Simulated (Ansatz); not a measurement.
`FB1CC1Cl`. Total charge 0; spin multiplicity 1. The structure was optimised at the PBE0-D4/def2-TZVP level.

```xyz
8

F     1.845    1.187    0.750
B     0.782    0.497    0.444
C     0.155   -0.849    0.156
C    -0.614    0.485   -0.154
Cl   -0.860    0.944   -1.835
H    -0.325   -1.476    0.901
H     0.530   -1.417   -0.694
H    -1.514    0.629    0.431
```

(1) What is the dipole moment at ωB97M-V/def2-TZVPP? (Estimate.)

(2) And with PBE, r2SCAN, B3LYP? (Best estimate.)

(3) Give the Mulliken charges with ωB97M-V, PBE, r2SCAN in def2-TZVPP. (Best estimate.)

Results:

(1) Computed: 1.90 D, with components (-0.37, -1.18, 1.44) D in this frame, pointing from negative to positive charge.

(2) The calculation gave: PBE 1.82 D, r2SCAN 1.94 D, B3LYP 1.90 D.

(3) The calculation gave: 
| atom | ωB97M-V | PBE | r2SCAN |
| --- | --- | --- | --- |
| F1 | -0.23 | -0.18 | -0.25 |
| B2 | 0.37 | 0.29 | 0.40 |
| C3 | -0.29 | -0.24 | -0.23 |
| C4 | -0.13 | -0.07 | -0.04 |
| Cl5 | -0.10 | -0.13 | -0.15 |
| H6 | 0.12 | 0.11 | 0.09 |
| H7 | 0.12 | 0.11 | 0.09 |
| H8 | 0.13 | 0.12 | 0.09 |

B3LYP here is the variant with VWN-RPA as its local correlation; programs differ in this.
